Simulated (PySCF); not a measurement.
AlH₆P₃, SMILES [PH2][Al]([PH2])[PH2]. Geometry: PBE0-D3(BJ)/def2-SVP. One conformer was computed; it need not be the lowest.

Computed equilibrium geometry at PBE0-D3(BJ)/def2-SVP (PySCF confirms it by a frequency run) as Cartesian coordinates in Å, and its point group (one conformer of several):
point group Cs.
```xyz
10

Al    -0.0245     0.0059     0.0000
P     -0.1156    -2.3254     0.0000
H      0.8436    -2.4554     1.0519
H      0.8436    -2.4554    -1.0519
P      0.1229     1.1632    -2.0196
H     -0.8781     2.1208    -1.6682
H     -0.7832     0.2878    -2.6947
P      0.1229     1.1632     2.0196
H     -0.7832     0.2878     2.6947
H     -0.8781     2.1208     1.6682
```
